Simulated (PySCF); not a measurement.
# Cr⁺ (chromium, charge +1): UHF calculation

Configuration: [Ar] 3d5, high-spin 6S determinant. Calculation: PySCF 2.14, in jorge-DZP-DKH (8s6p2d1f, 43 functions); the spin-free X2C one-electron Hamiltonian (Gaussian nucleus).

| Property | Result |
| --- | --- |
| Total energy | -1049.392057 hartree |
| One-electron energy | -1441.3375 hartree |
| Hartree (Coulomb) energy | 440.0338 hartree |
| Exchange energy | -48.0884 hartree |
| ⟨S²⟩ | 8.7501 |
| ⟨L²⟩ | 0.000 |
| Sum of ⟨r⟩ | 16.58 bohr |
| Sum of ⟨r²⟩ | 20.92 bohr² |
| Langevin diamagnetic susceptibility | -16.6 ×10⁻⁶ cm³/mol |
| Time after the integrals | 0.1 s of wall time on 1 thread of Intel(R) Xeon(R) 6975P-C (shared host) |

```csv
shell,electrons,mean orbital energy (eV),"rms radius, mean of both spins (bohr)"
1s β,1,-6049.1,0.0734
1s α,1,-6049.0,0.0734
2s α,1,-731.01,0.316
2s β,1,-728.38,0.316
2p α,3,-612.53,0.287
2p β,3,-609.95,0.287
3s α,1,-102.90,0.974
3s β,1,-93.473,0.974
3p α,3,-69.355,1.06
3p β,3,-57.755,1.06
3d α,5,-17.467,1.52
```

Densities and radii are taken from the X2C orbitals without a picture-change correction, which distorts them close to the nucleus.
